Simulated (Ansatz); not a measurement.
This geometry of AlBrHS (4 atoms, charge 0, multiplicity 2) is a first-order saddle point.

Theory: Ansatz 0.2.0, UKS B3LYP-D4/def2-SVP.

```xyz
4
Properties=species:S:1:pos:R:3
S 0.215 1.290 -1.249
Al -0.010 -0.260 0.166
Br 0.180 -2.466 0.588
H -0.329 1.377 0.475
```

Question: Which two structures does it join? (They come from a converged band through this point; their orientation in space is the band's.)

Answer: Bonds broken: S1–H4. Bonds formed: Al2–H4.

First end point:

```xyz
4
Properties=species:S:1:pos:R:3
S 0.391 1.056 -0.726
Al -0.394 -0.522 0.613
Br 0.380 -2.637 0.223
H -0.322 2.043 -0.130
```

Last end point:

```xyz
4
Properties=species:S:1:pos:R:3
S 1.135 0.840 -1.554
Al -0.094 0.119 0.090
Br 0.022 -2.101 0.514
H -1.007 1.082 0.930
```

Question: How far does it lie above each of them?

Answer: 1.32 eV above the first and 1.03 eV above the second. This is the barrier of this one path; another mechanism may lie lower.

Time of the run: 2.4 min on 2 threads of Arm Neoverse V1, with other jobs on the host, peak memory 0.23 GiB.
